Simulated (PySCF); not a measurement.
Compound: C5H8O2S.
Numbering: `[CH3:1][O:2][C:3]1=[CH:4][CH2:5][CH2:6][S@@:7]1=[O:8]` (hydrogens: H9, H10, H11 on C1; H12 on C4; H13, H14 on C5; H15, H16 on C6)

Computed by this run: PBE0-D3(BJ)/def2-SVP geometry optimisation, gas phase in PySCF; density fitting, grid level 1; the optimiser is geomeTRIC in internal coordinates, started from a GFN2-xTB structure.

Step 0: E = -20217.9235 eV
```
atom  x, y, z in Å  |  force x, y, z in eV/Å
C1      2.7058   -0.0468   -0.0233   -0.102   0.079   0.296
O2      1.6768    0.6743    0.6274   -0.517  -0.207  -0.329
C3      0.4132    0.4220    0.2459    0.666   0.046  -0.189
C4     -0.6767    0.8855    0.8442   -0.680  -0.098  -0.007
C5     -1.9846    0.5696    0.1898    0.386  -0.062   0.025
C6     -1.7348   -0.5737   -0.7852    0.271   0.670   0.016
S7      0.0477   -0.5349   -1.2879   -0.901   1.510   0.142
O8      0.5553   -1.8984   -1.0926    0.880  -1.977   0.019
H9      3.6337    0.2844    0.4392    0.300   0.104   0.045
H10     2.5859   -1.1243    0.1100   -0.049  -0.259  -0.002
H11     2.7275    0.1778   -1.0945    0.072   0.073  -0.267
H12    -0.6484    1.4837    1.7397    0.175   0.352   0.457
H13    -2.7399    0.2990    0.9312   -0.311  -0.037   0.167
H14    -2.3505    1.4537   -0.3419   -0.230   0.233  -0.133
H15    -1.8704   -1.5484   -0.3189    0.235  -0.397   0.121
H16    -2.3483   -0.5145   -1.6810   -0.196  -0.028  -0.361
```

Question: Estimate the geometry and energy of step 1. (The exact step hangs on the optimiser's Hessian estimate; all steps are aligned on step 0, rigid shifts and turns removed.)

Answer: E = -20218.0226 eV, largest force 0.280 eV/Å
```
atom  x, y, z in Å  |  force x, y, z in eV/Å
C1      2.7057   -0.0597   -0.0110    0.016   0.026  -0.060
O2      1.6564    0.6880    0.5783    0.086  -0.014   0.023
C3      0.3998    0.4309    0.2293   -0.021  -0.041  -0.041
C4     -0.6911    0.8992    0.8504    0.049   0.049   0.084
C5     -1.9987    0.5776    0.2050   -0.081   0.050   0.018
C6     -1.7276   -0.5554   -0.7788   -0.086  -0.164  -0.045
S7      0.0325   -0.5187   -1.2981    0.107  -0.138   0.043
O8      0.5760   -1.9218   -1.1587   -0.118   0.252  -0.028
H9      3.6298    0.2688    0.4804   -0.018   0.001   0.016
H10     2.5599   -1.1416    0.1191   -0.026   0.004   0.014
H11     2.7853    0.1567   -1.0912    0.004  -0.020   0.043
H12    -0.6136    1.5241    1.7450    0.007  -0.016  -0.051
H13    -2.7679    0.2877    0.9419    0.026  -0.003  -0.028
H14    -2.4044    1.4603   -0.3235    0.019  -0.032   0.008
H15    -1.7890   -1.5517   -0.3086    0.013   0.073  -0.018
H16    -2.3606   -0.5354   -1.6775    0.023  -0.027   0.025
```

The energy changes by -0.0991 eV. The first-order estimate −F·Δx gives -0.2132 eV and the mean of the old and new forces, exact on a quadratic surface, -0.0989 eV. The step makes an angle of 69° with the force vector and moves no atom by more than 0.082 Å.

What follows is the cost of the whole optimisation. On one thread, Arm Neoverse V1, on a shared host, this took 2.0 min wall.
